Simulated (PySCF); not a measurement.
Unknown: peak-picked proton spectrum

Formula C6H6F2O2. The spectrum was simulated from the full spin Hamiltonian at 90 MHz with 1.2 Hz Lorentzian lines, from shifts rounded to 0.01 ppm and J to 0.1 Hz, couplings under 1 Hz left out.

```tsv
region	integral (H)	ppm	Hz	height
1	2	5.854	526.9	18
1		5.824	524.2	37
1		5.805	522.5	27
1		5.795	521.6	27
1		5.776	519.9	38
1		5.746	517.1	24
1		5.723	515.1	46
1		5.714	514.3	46
1		5.686	511.8	45
1		5.677	510.9	44
2	1	5.005	450.5	4
2		4.975	447.8	4
2		4.925	443.2	13
2		4.895	440.6	12
2		4.845	436.1	13
2		4.815	433.4	13
2		4.765	428.9	5
2		4.735	426.2	5
2		4.407	396.7	4
2		4.378	394.0	4
2		4.327	389.5	12
2		4.297	386.8	12
2		4.247	382.2	13
2		4.218	379.6	13
2		4.168	375.1	5
2		4.138	372.4	5
3	3	1.539	138.6	100
3		1.459	131.3	95
3		1.259	113.4	100
3		1.179	106.2	95
```

13C{1H} NMR (computed): δ 166.3 (d, J = 321.0 Hz), 148.1 (d, J = 22.0 Hz), 128.4 (dd, J = 16.0, 8.1 Hz), 112.2 (d, J = 51.4 Hz), 87.2 (d, J = 228.5 Hz), 21.7 (d, J = 21.1 Hz).

No relativistic terms, rapidly exchanging positions averaged, single conformer, in vacuum. σ from GIAO-CAM-B3LYP/pcSseg-1; J couplings at B3LYP/pcJ-1 (spin–dipole term only in couplings to heteroatoms); coordinates at the PBE0-D3(BJ)/def2-SVP level; PySCF 2.14.

References, each an isolated molecule treated in the same way: TMS for 1H (31.33 ppm) and 13C (182.45 ppm).

Question: Analyse the multiplets.

Answer: 1H NMR (90 MHz, computed): δ 5.80 (ddd, J = 4.4, 2.7, 2.7 Hz, 1H), 5.70 (dd, J = 3.4, 1.0 Hz, 1H), 4.57 (dqd, J = 53.8, 7.2, 2.7 Hz, 1H), 1.36 (dd, J = 25.2, 7.2 Hz, 3H). These are first-order names from the parameters used; overlap and second-order distortion can hide them in the list.

Question: What is the compound?

Answer: SMILES C[C@H](F)C1=COC(F)=CO1.

Mapped SMILES: `[CH3:1][C@H:2]([F:3])[C:4]1=[CH:5][O:6][C:7]([F:8])=[CH:9][O:10]1` (H(Xn): hydrogen on atom n).

1. δ 5.80: H(C5), hydrogen on an alkene carbon bearing oxygen, coupled to F3 (4.4 Hz), H(C2) (2.7 Hz), F8 (2.7 Hz).
2. δ 5.70: H(C9), hydrogen on an alkene carbon bearing oxygen, coupled to F8 (3.4 Hz), F3 (1.0 Hz).
3. δ 4.57: H(C2), hydrogen on an allylic sp3 CH bonded to F, coupled to F3 (53.8 Hz), H(C1) (7.2 Hz), H(C5) (2.7 Hz).
4. δ 1.36: H(C1), hydrogen on a methyl carbon, coupled to F3 (25.2 Hz), H(C2) (7.2 Hz).

The data come from this structure; uniqueness wasn't tested.

C–F couplings over four or more bonds (about 3 Hz to the para carbon of a fluoroarene) are left out. Common functionals overestimate the size of one-bond C–F couplings by tens of Hz; these are unscaled. Multiplet labels drop couplings under 1 Hz and merge nearly equal ones. Unscaled 3J(H,H) at this level run about 10 % above measured values. Shifts are as computed, not scaled to solution data. Of 1211 compounds with measured shifts, 218 miss one by over three times the rms of a fit or turn the order of signals round; such compounds aren't used in these exercises.
